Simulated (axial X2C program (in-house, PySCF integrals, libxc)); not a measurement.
Spin–orbit effects along a row: molecules with H (ions), PBE0

Calculated with an axial X2C code built on PySCF integrals, spin-free (one-electron X2C) or two-component (2c: spin–orbit coupling with atomic mean-field Coulomb and Gaunt terms, which also bring small scalar terms), in Dyall basis sets with cores contracted in-house; open shells are unrestricted.

Basis sets: As dyall-cv3z, Co dyall-cv3z, Cr dyall-cv3z, Cu dyall-cv3z, Fe dyall-cv3z, Ga dyall-cv3z, Ge dyall-cv3z, H dyall-v3z, Mn dyall-cv3z, Ni dyall-cv3z, Se dyall-cv3z, Ti dyall-cv3z, Zn dyall-cv3z.

```csv
molecule,spin-free state,Re (Å),ωe (cm⁻¹),De (eV),2c state,Re 2c (Å),ωe 2c (cm⁻¹),De 2c (eV)
TiH⁺,"M_S = 1, Λ = 3",1.695,1765.3,2.28,Ω = 2,1.695,1764.9,n/a
CrH⁺,"M_S = 2, Λ = 0",1.597,1819.0,1.49,Ω = 2,1.597,1817.9,1.48
MnH⁺,"M_S = 5/2, Λ = 0",1.609,1781.1,1.95,Ω = 5/2,1.609,1780.9,1.95
FeH⁺,"M_S = 2, Λ = 1",1.550,1880.6,2.12,Ω = 3,1.550,1880.1,n/a
CoH⁺,"M_S = 3/2, Λ = 0",1.500,1961.5,2.17,Ω = 9/2,1.514,1978.9,n/a
NiH⁺,"M_S = 1, Λ = 2",1.469,2039.3,1.92,Ω = 3,1.469,2038.4,n/a
CuH⁺,"M_S = 1/2, Λ = 0",1.466,1900.6,1.32,Ω = 1/2,1.466,1899.0,1.32
ZnH⁺,"M_S = 0, Λ = 0",1.513,1955.8,2.40,Ω = 0,1.513,1955.1,2.39
GaH⁺,"M_S = 1/2, Λ = 0",1.666,1256.4,0.45,Ω = 1/2,1.666,1254.5,0.45
GeH⁺,"M_S = 0, Λ = 0",1.585,1996.6,2.99,Ω = 0,1.585,1995.3,n/a
AsH⁺,"M_S = 1/2, Λ = 1",1.532,2186.5,3.04,Ω = 1/2,1.533,2183.6,n/a
SeH⁺,"M_S = 1, Λ = 0",1.489,2329.5,3.26,Ω = 1,1.489,2326.3,3.24
```

**Question.** Work out the shifts from the spin-free to the two-component result.

**Answer.** 

| molecule | 2c state | ΔRe (Å) | Δωe (cm⁻¹) | ΔDe (eV) |
| --- | --- | --- | --- | --- |
| TiH⁺ | Ω = 2 | 0.000 | -0.4 | n/a |
| CrH⁺ | Ω = 2 | 0.000 | -1.1 | -0.01 |
| MnH⁺ | Ω = 5/2 | 0.000 | -0.2 | 0.00 |
| FeH⁺ | Ω = 3 | 0.000 | -0.5 | n/a |
| CoH⁺ | Ω = 9/2 | other state | other state | n/a |
| NiH⁺ | Ω = 3 | 0.000 | -0.9 | n/a |
| CuH⁺ | Ω = 1/2 | 0.000 | -1.6 | 0.00 |
| ZnH⁺ | Ω = 0 | 0.000 | -0.7 | -0.01 |
| GaH⁺ | Ω = 1/2 | 0.000 | -1.9 | 0.00 |
| GeH⁺ | Ω = 0 | 0.000 | -1.3 | n/a |
| AsH⁺ | Ω = 1/2 | 0.001 | -2.9 | n/a |
| SeH⁺ | Ω = 1 | 0.000 | -3.2 | -0.02 |

Shifts of one unit in the last digit are rounding.

Fragments in 2c: Ti+ + H, Cr+ + H, Mn+ + H, Fe+ + H, Co+ + H, Ni+ + H, Cu+ + H, Zn+ + H, Ga+ + H, Ge+ + H, As+ + H, Se+ + H. Each entry is the lowest single determinant of a limited PBE0 search at one distance. De goes to single-determinant-based atoms at the same level (for ions the charge split of lowest energy) and is withheld (n/a) where an atom does not fit its ground term or J level. Main or longest-lived isotopes. One determinant is a doubtful description, or other states lie close, for TiH⁺, CrH⁺, MnH⁺, FeH⁺, CoH⁺, NiH⁺, SeH⁺; these need not be ground states, and all values refer to the states named. Some open-shell Ω = 0 determinants are out of reach, so the Ω given for CrH⁺, FeH⁺, SeH⁺ need not be the lowest component. With several unpaired electrons the Ω given is that of one determinant, not necessarily of the lowest component. The functionals have no current term, which raises determinants with orbital currents. The lowest determinant changes configuration between the Hamiltonians for CoH⁺, so two states are compared there.
